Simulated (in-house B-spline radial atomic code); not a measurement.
Configurations of the copper ion Cu⁶⁺, with energies counted from [Ar] 3d5. Method: non-relativistic TPSSh, spin-polarised, spherical fractional occupations, exact exchange averaged over the configuration, point nucleus. Calculated with an all-electron radial atomic-structure program (B-spline basis). Shells without spins written out take the highest spin.

Occupations are held fixed; configurations that lie above the ionisation limit could autoionise.

```
       configuration  E - E(ref) (eV)  highest orbital  its <r> (bohr)
        [Ar] 3d4 4p1           62.237            4p up           1.768
        [Ar] 3d4 4f1           96.107            4f up           2.378
[Ne] 3s2 3p5 3d5 4p1           123.23            4p up           1.761
[Ne] 3s2 3p5 3d5 4f1           157.25            4f up           2.363
```

Problem. Order these further configurations by energy, lowest first.
A. [Ar] 3d4 4s1
B. [Ne] 3s2 3p5 3d5 4s1
C. [Ne] 3s2 3p5 3d5 4d1
D. [Ne] 3s2 3p5 3d6

Solution. A (50.284 eV), D (70.224 eV), B (111.23 eV), C (141.75 eV).
